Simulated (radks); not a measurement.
Problem. All-electron atom: Nd XXXIII in [Ar] 3d10. All-electron calculation, scalar-relativistic Kohn-Sham, PBEsol, spin-polarised, spherical densities, finite nucleus; Fermi nuclear charge, rms radius 4.9123 fm. Program: a radial shooting solver on a logarithmic mesh with Libxc functionals. Some entries of the table are withheld. Estimate them.

orbital  occ.  eigenvalue (eV)  <1/r> (bohr^-1)
1s          2              (1)              (2)
2s          2        -8211.758            15.29
2p          6        -7474.227            14.42
3s          2        -2645.845            5.676
3p          6        -2412.386            5.380
3d         10              (3)              (4)
4s          0        -1262.793            2.759
4p          0              (5)            2.630

Solution. 
(1) 1s eigenvalue (eV): -44607.37
(2) 1s <1/r> (bohr^-1): 66.02
(3) 3d eigenvalue (eV): -2096.890
(4) 3d <1/r> (bohr^-1): 5.120
(5) 4p eigenvalue (eV): -1174.322
